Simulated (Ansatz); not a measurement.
Ideal-gas functions of C2H3F2Si (`C=C[Si](F)F`) radical at 500 K and 1 bar, from an Ansatz frequency run at PBE0-D4/def2-TZVP.

Molar mass 93.13 g/mol, point group C1 (symmetry number 1), electronic degeneracy 2, moments of inertia 74.924, 162.175, 219.157 u Å². Harmonic wavenumbers (cm⁻¹, unscaled): 89, 155, 244, 312, 381, 549, 668, 868, 923, 1007, 1011, 1036, 1281, 1437, 1652, 3139, 3162, 3226.

Use S(trans) = R[1.5 ln M + 2.5 ln T − 1.1517]; rotational temperatures θ = 24.2544 K / I; S(rot) = R[ln(√π/σ · √(T³/θAθBθC)) + 1.5]; for each mode x = 1.438777 ν̃/T, S = R[x/(eˣ − 1) − ln(1 − e⁻ˣ)] and H = RT x/(eˣ − 1); 1 cm⁻¹ = 0.0119627 kJ/mol; R = 8.31446 J/(mol·K).

**Question.** By hand: the entropy, in J/(mol·K).

**Answer.** Translation 176.1. Rotation: θ = 0.3237, 0.1496, 0.1107 K, giving 116.5. Vibration, mode by mode: 19.66, 15.10, 11.42, 9.48, 7.95, 5.33, 4.05, 2.58, 2.27, 1.88, 1.86, 1.76, 1.00, 0.69, 0.42, 0.01, 0.01, 0.01, in all 85.5. Electronic 5.8. Sum 383.9 J/(mol·K).

**Question.** By hand: H − E and G − E in kJ/mol, counted from the electronic energy.

**Answer.** Zero-point energy ½ × 21140 × 0.0119627 = 126.4; thermal vibration 22.4; translation, rotation and pV give 4 RT = 16.6. H − E = 165.4 kJ/mol, and G − E = 165.4 − 500 × 383.9/1000 = -26.5 kJ/mol.

Vibration gives 22 % of the entropy, 19.7 J/(mol·K) of it from the mode under 150 cm⁻¹: soft modes count most, and the harmonic formula is weakest for them. The sum counts one conformer and one mirror image; others add a mixing term.
